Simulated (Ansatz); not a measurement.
The cluster Au₅Cl₄⁺. Total charge 1; singlet. Geometry PBE0-D4/def2-SVP.

```xyz
9

Au    0.157    0.837   -0.838
Au   -1.434    1.423    1.349
Au   -1.961   -0.924   -1.096
Au    1.398   -1.615   -1.157
Au    1.925    0.732    1.288
Cl    3.241   -0.784    0.054
Cl    0.490    2.165    2.489
Cl   -0.533   -2.393   -2.260
Cl   -3.283    0.558    0.172
```

In the def2 sets Au takes a core potential; there is no spin–orbit coupling. No other spin state of charge 1 was run. The structure comes from a short search, and lower isomers may exist.

Estimate the orbital energies around the gap (eV) in Ansatz with LDA (SPW92)/def2-TZVP, PBE-D4/def2-TZVP, r2SCAN-D4/def2-TZVP, PBE0-D4/def2-SVP, PBE0-D4/def2-TZVP.


```json
{"orbital": "HOMO−9", "LDA (SPW92)/def2-TZVP": "-12.06", "PBE-D4/def2-TZVP": "-11.81", "r2SCAN-D4/def2-TZVP": "-12.13", "PBE0-D4/def2-SVP": "-13.52", "PBE0-D4/def2-TZVP": "-13.38"}
{"orbital": "HOMO−8", "LDA (SPW92)/def2-TZVP": "-12.04", "PBE-D4/def2-TZVP": "-11.79", "r2SCAN-D4/def2-TZVP": "-12.13", "PBE0-D4/def2-SVP": "-13.50", "PBE0-D4/def2-TZVP": "-13.37"}
{"orbital": "HOMO−7", "LDA (SPW92)/def2-TZVP": "-12.04", "PBE-D4/def2-TZVP": "-11.79", "r2SCAN-D4/def2-TZVP": "-12.12", "PBE0-D4/def2-SVP": "-13.45", "PBE0-D4/def2-TZVP": "-13.31"}
{"orbital": "HOMO−6", "LDA (SPW92)/def2-TZVP": "-11.98", "PBE-D4/def2-TZVP": "-11.77", "r2SCAN-D4/def2-TZVP": "-12.12", "PBE0-D4/def2-SVP": "-13.27", "PBE0-D4/def2-TZVP": "-13.18"}
{"orbital": "HOMO−5", "LDA (SPW92)/def2-TZVP": "-11.70", "PBE-D4/def2-TZVP": "-11.45", "r2SCAN-D4/def2-TZVP": "-11.74", "PBE0-D4/def2-SVP": "-12.94", "PBE0-D4/def2-TZVP": "-12.85"}
{"orbital": "HOMO−4", "LDA (SPW92)/def2-TZVP": "-11.70", "PBE-D4/def2-TZVP": "-11.45", "r2SCAN-D4/def2-TZVP": "-11.74", "PBE0-D4/def2-SVP": "-12.94", "PBE0-D4/def2-TZVP": "-12.85"}
{"orbital": "HOMO−3", "LDA (SPW92)/def2-TZVP": "-11.41", "PBE-D4/def2-TZVP": "-11.14", "r2SCAN-D4/def2-TZVP": "-11.39", "PBE0-D4/def2-SVP": "-12.49", "PBE0-D4/def2-TZVP": "-12.35"}
{"orbital": "HOMO−2", "LDA (SPW92)/def2-TZVP": "-11.41", "PBE-D4/def2-TZVP": "-11.14", "r2SCAN-D4/def2-TZVP": "-11.39", "PBE0-D4/def2-SVP": "-12.49", "PBE0-D4/def2-TZVP": "-12.35"}
{"orbital": "HOMO−1", "LDA (SPW92)/def2-TZVP": "-11.13", "PBE-D4/def2-TZVP": "-10.86", "r2SCAN-D4/def2-TZVP": "-11.12", "PBE0-D4/def2-SVP": "-12.30", "PBE0-D4/def2-TZVP": "-12.21"}
{"orbital": "HOMO", "LDA (SPW92)/def2-TZVP": "-11.08", "PBE-D4/def2-TZVP": "-10.85", "r2SCAN-D4/def2-TZVP": "-11.09", "PBE0-D4/def2-SVP": "-12.16", "PBE0-D4/def2-TZVP": "-12.01"}
{"orbital": "LUMO", "LDA (SPW92)/def2-TZVP": "-9.41", "PBE-D4/def2-TZVP": "-9.08", "r2SCAN-D4/def2-TZVP": "-9.10", "PBE0-D4/def2-SVP": "-8.60", "PBE0-D4/def2-TZVP": "-8.47"}
{"orbital": "LUMO+1", "LDA (SPW92)/def2-TZVP": "-7.39", "PBE-D4/def2-TZVP": "-7.01", "r2SCAN-D4/def2-TZVP": "-6.83", "PBE0-D4/def2-SVP": "-6.12", "PBE0-D4/def2-TZVP": "-6.02"}
{"orbital": "LUMO+2", "LDA (SPW92)/def2-TZVP": "-7.39", "PBE-D4/def2-TZVP": "-7.01", "r2SCAN-D4/def2-TZVP": "-6.83", "PBE0-D4/def2-SVP": "-6.12", "PBE0-D4/def2-TZVP": "-6.02"}
{"orbital": "LUMO+3", "LDA (SPW92)/def2-TZVP": "-7.38", "PBE-D4/def2-TZVP": "-6.99", "r2SCAN-D4/def2-TZVP": "-6.76", "PBE0-D4/def2-SVP": "-6.04", "PBE0-D4/def2-TZVP": "-5.97"}
{"orbital": "LUMO+4", "LDA (SPW92)/def2-TZVP": "-6.55", "PBE-D4/def2-TZVP": "-6.15", "r2SCAN-D4/def2-TZVP": "-5.98", "PBE0-D4/def2-SVP": "-5.04", "PBE0-D4/def2-TZVP": "-5.02"}
{"orbital": "LUMO+5", "LDA (SPW92)/def2-TZVP": "-5.89", "PBE-D4/def2-TZVP": "-5.61", "r2SCAN-D4/def2-TZVP": "-5.41", "PBE0-D4/def2-SVP": "-5.01", "PBE0-D4/def2-TZVP": "-5.02"}
```
